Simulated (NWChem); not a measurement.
Everything below was run with NWChem. System: trimethylsulfonium (C$_{3}$H$_{9}$S (+1)), charge 1, spin multiplicity 1, at a geometry optimised with PBE/def2-SVP. Level: MP2/cc-pVDZ, 8 core orbitals frozen.

Input file:

```
start mol
memory heap 200 mb stack 900 mb global 1100 mb
charge 1
geometry units angstroms nocenter noautoz
  C     -0.004920    -0.859987     1.418324
  S     -0.490312     0.160698     0.000000
  C     -0.004920    -0.859987    -1.418324
  C      0.760348     1.474057     0.000000
  H      1.057734    -1.160215     1.341796
  H     -0.672651    -1.743009     1.425455
  H     -0.187711    -0.257193     2.328741
  H      1.057734    -1.160215    -1.341796
  H     -0.187711    -0.257193    -2.328741
  H     -0.672651    -1.743009    -1.425455
  H      1.780625     1.044948     0.000000
  H      0.583287     2.090111    -0.902641
  H      0.583287     2.090111     0.902641
  symmetry group Cs
end
basis spherical
  * library cc-pvdz
end
scf
  rhf
  nopen 0
  maxiter 100
  thresh 1e-7
  semidirect memsize 60000000 filesize 0
end
mp2
  freeze core 8
end
task mp2 energy
```

NWChem printed:

```
             Northwest Computational Chemistry Package (NWChem) 7.3.0
             --------------------------------------------------------

                                NWChem Input Module
                                -------------------

 Scaling coordinates for geometry "geometry" by  1.889725989
 (inverse scale =  0.529177249)

 Turning off AUTOSYM since
 SYMMETRY directive was detected!

                             Geometry "geometry" -> ""
                             -------------------------

 Output coordinates in angstroms (scale by  1.889725989 to convert to a.u.)

  No.       Tag          Charge          X              Y              Z
 ---- ---------------- ---------- -------------- -------------- --------------
    1 C                    6.0000    -0.00492000    -0.85998700     1.41832400
    2 S                   16.0000    -0.49031200     0.16069800     0.00000000
    3 C                    6.0000    -0.00492000    -0.85998700    -1.41832400
    4 C                    6.0000     0.76034800     1.47405700     0.00000000
    5 H                    1.0000     1.05773400    -1.16021500     1.34179600
    6 H                    1.0000    -0.67265100    -1.74300900     1.42545500
    7 H                    1.0000    -0.18771100    -0.25719300     2.32874100
    8 H                    1.0000     1.05773400    -1.16021500    -1.34179600
    9 H                    1.0000    -0.18771100    -0.25719300    -2.32874100
   10 H                    1.0000    -0.67265100    -1.74300900    -1.42545500
   11 H                    1.0000     1.78062500     1.04494800     0.00000000
   12 H                    1.0000     0.58328700     2.09011100    -0.90264100
   13 H                    1.0000     0.58328700     2.09011100     0.90264100

 Effective nuclear repulsion energy (a.u.)     186.0240332095

            Nuclear Dipole moment (a.u.)
            ----------------------------
        X                 Y               Z
 ---------------- ---------------- ----------------
    -0.0000018897     0.0000037795    -0.0000000000

      Symmetry information
      --------------------

 Group name             Cs
 Group number              2
 Group order               2
 No. of unique centers     8

      Symmetry unique atoms

     1    2    4    5    6    7   11   12


 Summary of "ao basis" -> "" (spherical)
 ------------------------------------------------------------------------------
       Tag                 Description            Shells   Functions and Types
 ---------------- ------------------------------  ------  ---------------------
 *                          cc-pvdz                   on all atoms

 Summary of "ao basis" -> "ao basis" (spherical)
 ------------------------------------------------------------------------------
       Tag                 Description            Shells   Functions and Types
 ---------------- ------------------------------  ------  ---------------------
 C                          cc-pvdz                  6       14   3s2p1d
 S                          cc-pvdz                  8       18   4s3p1d
 H                          cc-pvdz                  3        5   2s1p

                                 NWChem SCF Module
                                 -----------------

  ao basis        = "ao basis"
  functions       =   105
  atoms           =    13
  closed shells   =    21
  open shells     =     0
  charge          =   1.00
  wavefunction    = RHF
  use symmetry    = T
  symmetry adapt  = T

 Summary of "ao basis" -> "ao basis" (spherical)
[...]
   Bfn.  Coefficient  Atom+Function         Bfn.  Coefficient  Atom+Function
  ----- ------------  ---------------      ----- ------------  ---------------
     3      1.171670   1 C  s                35     -1.171670   3 C  s
    27     -1.096411   2 S  pz               62     -0.379085   5 H  s
    77      0.379085   8 H  s                 8      0.284946   1 C  py
    40     -0.284946   3 C  py               72     -0.279614   7 H  s
    82      0.279614   9 H  s                24     -0.269360   2 S  pz

 Vector   24  Occ=0.000000D+00  E=-1.194634D-02  Symmetry=a'
              MO Center=  4.9D-01, -1.6D-01,  2.2D-13, r^2= 7.2D+00
   Bfn.  Coefficient  Atom+Function         Bfn.  Coefficient  Atom+Function
  ----- ------------  ---------------      ----- ------------  ---------------
     3      0.871840   1 C  s                35      0.871840   3 C  s
    49      0.866622   4 C  s                18      0.665106   2 S  s
    62     -0.537920   5 H  s                77     -0.537920   8 H  s
    92     -0.536412  11 H  s                67     -0.475383   6 H  s
    72     -0.475204   7 H  s                82     -0.475204   9 H  s

 center of mass
 --------------
 x =  -0.08099509 y =   0.02655455 z =   0.00000000

 moments of inertia (a.u.)
 ------------------
         471.694659171928         -54.986729518096          -0.000000000000
         -54.986729518096         322.036830122646           0.000000000000
          -0.000000000000           0.000000000000         303.943616189372

  Mulliken analysis of the total density
  --------------------------------------

    Atom       Charge   Shell Charges
 -----------   ------   -------------------------------------------------------
    1 C    6     6.17   2.00  0.65  0.50  1.99  0.97  0.05
    2 S   16    15.71   2.00  2.02  0.91  0.86  6.00  2.34  1.39  0.19
    3 C    6     6.17   2.00  0.65  0.50  1.99  0.97  0.05
    4 C    6     6.17   2.00  0.65  0.50  1.99  0.97  0.05
    5 H    1     0.87   0.72  0.12  0.03
    6 H    1     0.86   0.72  0.11  0.03
    7 H    1     0.86   0.72  0.11  0.03
    8 H    1     0.87   0.72  0.12  0.03
    9 H    1     0.86   0.72  0.11  0.03
   10 H    1     0.86   0.72  0.11  0.03
   11 H    1     0.87   0.72  0.12  0.03
   12 H    1     0.86   0.72  0.11  0.03
   13 H    1     0.86   0.72  0.11  0.03

       Multipole analysis of the density wrt the origin
       ------------------------------------------------

     L   x y z        total         open         nuclear
     -   - - -        -----         ----         -------
     0   0 0 0      1.000000      0.000000     43.000000

     1   1 0 0      0.368424      0.000000     -0.000002
     1   0 1 0     -0.120783      0.000000      0.000004
     1   0 0 1     -0.000000      0.000000     -0.000000

     2   2 0 0    -22.624441      0.000000     51.350560
     2   1 1 0      1.696405      0.000000     34.999424
     2   1 0 1     -0.000000      0.000000      0.000000
     2   0 2 0    -18.004816      0.000000    146.609605
     2   0 1 1     -0.000000      0.000000     -0.000000
     2   0 0 2    -17.447233      0.000000    158.126668

                   NWChem MP2 Semi-direct Energy/Gradient Module
                   ---------------------------------------------

  Basis functions       =    105
  Molecular orbitals    =    105
  Frozen core           =      8
  Frozen virtuals       =      0
  Active alpha occupied =     13
  Active beta occupied  =     13
  Active alpha virtual  =     84
  Active beta virtual   =     84
  Use MO symmetry       = T
  Use skeleton AO sym   = T

  AO/Fock/Back tols     =   1.0D-09  1.0D-09  1.0D-09

 GA uses MA = F    GA memory limited = T

 Available:
  local mem=  1.26D+08
 global mem=  1.44D+08
 local disk=  0.00D+00
  mp2_memr nvloc                    84
  nvloc new                    84
   1 passes of  13:        3145728                      50337                  20580414.
   1 passes of  13: M    126145099           G      144157150           F     122999371.

 Semi-direct pass number   1 of   1  for RHF alpha+beta  at        3.3s
  vrange nnbf                  5538
  mp2_eaftype                    78  avail_ma_in_mb                  1099
 EAF : mp2_eaftype filesize          78   10290207.
  mp2_eaf for mointskh                     78
Node 0 wrote     48.4 Mb in      0.0 s     Agg I/O rate:  2756.5 Mb/s
 Done moints_semi at       12.3s
  mp2_eaftype                    78  avail_ma_in_mb                  1021
 EAF : mp2_eaftype filesize          78   10290207.
  mp2_eaf for kh                    78
 Done maket at       12.5s
 Done multipass loop at       12.5s

          -------------------------------------------
          SCF energy                -516.135358297235
          Correlation energy          -0.572042416626
          Singlet pairs               -0.380729016802
          Triplet pairs               -0.191313399824
          Total MP2 energy          -516.707400713861
          -------------------------------------------

          ---------------------------------------------------
                    Spin Component Scaled (SCS) MP2
          Same spin pairs                     -0.127542266550
          Same spin scaling factor             0.333333333333
          Opposite spin pairs                 -0.444500150076
          Opposite spin scaling fact.          1.200000000000
          SCS-MP2 correlation energy          -0.575914268942
          Total SCS-MP2 energy              -516.711272566176
          ---------------------------------------------------

 -----------------------
 Performance information
 -----------------------

 Timer overhead =  1.25D-07 seconds/call

               Nr. of calls         CPU time (s)                 Wall time (s)                GFlops
             ---------------    -------------------     ------------------------------   -------------------
Name         Min   Avg   Max    Min     Avg     Max     Min     Avg     Max   Mx/calls   Min     Max     Sum
mp2: moin     1     1     1    9.0     9.0     9.0      9.0     9.0     9.0     9.0      0.0     0.0     0.0
mp2: make     1     1     1   0.27    0.27    0.27     0.27    0.27    0.27    0.27      0.0     0.0     0.0
mp2: tota     1     1     1    9.3     9.3     9.3      9.3     9.3     9.3     9.3      0.0     0.0     0.0

 The average no. of pstat calls per process was 3.00D+00
 with a timing overhead of 3.74D-07s

 Task  times  cpu:       12.5s     wall:       12.5s

 Total times  cpu:       12.5s     wall:       12.5s
```
